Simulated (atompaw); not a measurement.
## Before and after: PAW (atompaw) potential for W (Z = 74)

atompaw 4.2.0.5 input, output lines left out:

```
W 74
GGA-PBE loggrid 2001 logderivrange -5 5 251
6 6 5 4 0 0
6 0 1
6 1 0
5 2 5
0 0 0
c
c
c
c
c
v
c
c
c
v
v
c
c
v
c
2
3.00 2.50 2.35 2.45
y
0.05
n
n
y
0.1
n
custom rrkj gramschmidtortho sinc
bessel
3.00
3.00
2.05
1.90
2.15
3.00
```

Change: reference 5p6 5d3 6s0 6p0.

Cutoffs: the cutoffs (Ry, on a coarse ladder) from which the occupation-weighted sum of valence levels, in a spherical-Bessel basis at the reference potential, stays within 10 and 1 mRy of its value at 400 Ry; they do not see the model core or the augmentation charge, which bear on the density cutoff.

**Question.** What does the change do?

**Answer.** The potential gets neither clearly harder nor softer (21 Ry and 40 Ry → 21 Ry and 40 Ry); the range in which the p phases agree narrows (upper end at the end of the scan → 3.2); neither file shows a bound ghost.

```tsv
quantity	base	changed
cutoff, loose	21 Ry	21 Ry
cutoff, tight	40 Ry	40 Ry
bound ghosts	none	none
s: phases at 3.01 bohr within 0.05 rad from the reference energy up to (Ry; the scan ends near 5)	n/a	1.8
p: phases at 3.01 bohr within 0.05 rad from the reference energy up to (Ry; the scan ends near 5)	to the end of the scan	3.2
d: phases at 3.01 bohr within 0.05 rad from the reference energy up to (Ry; the scan ends near 5)	to the end of the scan	to the end of the scan
lowest overlap eigenvalue by channel	s 0.41, p 0.12, d 0.23	s 0.55, p 0.11, d 0.58
```

Changed file: The cutoffs count occupied waves only; the empty 6p level needs 30 Ry at the loose tolerance. The cutoffs see the waves, projectors and local potential, not the compensation charge or the core.
